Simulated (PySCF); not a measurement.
Positional isomers: thiophene mercapto+boryl. Isolated molecules, 0 K electronic values unless said otherwise. One relaxed conformer stands for each flexible species; it need not be the lowest. Strings in code marks are SMILES.

The numbers are results of PBE0-D4/def2-TZVP // PBE0-D4/def2-SVP in PySCF, not measurements. Excitations are Tamm–Dancoff values on a coarser integration grid. The basis has no diffuse functions, so Rydberg states are missing or too high.

```tsv
species	brightest of the four lowest singlets (TDA) (eV)	T1 excitation (TDA) (eV)	S1 excitation (TDA) (eV)	S1 oscillator strength
`Sc1cc(sc1)B`	5.15	3.03	3.92	0.043
`Bc1ccc(S)s1`	4.30	2.68	4.30	0.520
`Bc1ccsc1S`	4.98	2.61	3.72	0.096
`Bc1cc(sc1)S`	5.29	3.22	4.35	0.012
`Bc1cscc1S`	5.01	2.90	3.40	0.020
`Bc1sccc1S`	4.92	2.64	3.87	0.146
```
